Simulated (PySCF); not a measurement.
BClH2N (calculated)

Calculation on a computer-drawn molecule: optimised geometry and harmonic frequencies of an isolated molecule of the commonest isotopes, restricted reference for singlets and unrestricted otherwise, frozen core in MP2. Program: PySCF 2.14.0.

```json
{"formula": "BClH2N", "start_structure": {"atoms_angstrom": [["N", -0.4361, -0.0214, -0.9125], ["B", -1.0062, 0.1613, -2.0912], ["Cl", -1.6944, 0.3816, -3.4649], ["H", -0.9445, -0.0132, 0.0043], ["H", 0.5255, -0.0135, -0.7354]]}, "given": {"charge": 1, "multiplicity": 1, "method": "HF", "basis": "cc-pV(D+d)Z", "drawn_bonds_atom": [1, 2, 1, 1], "drawn_bonds_other_atom": [2, 3, 4, 5], "drawn_bonds_order": [1, 1, 1, 1]}, "results": {"optimised_atom_element": ["N", "B", "Cl", "H", "H"], "optimised_atom_x [angstrom]": [-0.4365, -1.007, -1.71, -0.9662, 0.5638], "optimised_atom_y [angstrom]": [0.02503, 0.1785, 0.3679, -0.03651, -0.04017], "optimised_atom_z [angstrom]": [-0.8707, -2.053, -3.51, -0.01366, -0.7524], "modes_frequency [cm^-1]": [332.6, 401.5, 615.2, 754.7, 937.2, 1617, 1815, 3697, 3795], "modes_reduced_mass [dalton]": [2.806, 5.533, 1.313, 7.927, 1.523, 1.157, 6.536, 1.052, 1.098], "rotational_constants [GHz]": [347.4, 4.818, 4.752], "total_energy [hartree]": -539.6013, "convergence_status_largest_gradient_component [hartree/bohr]": 1.746e-05}}
```
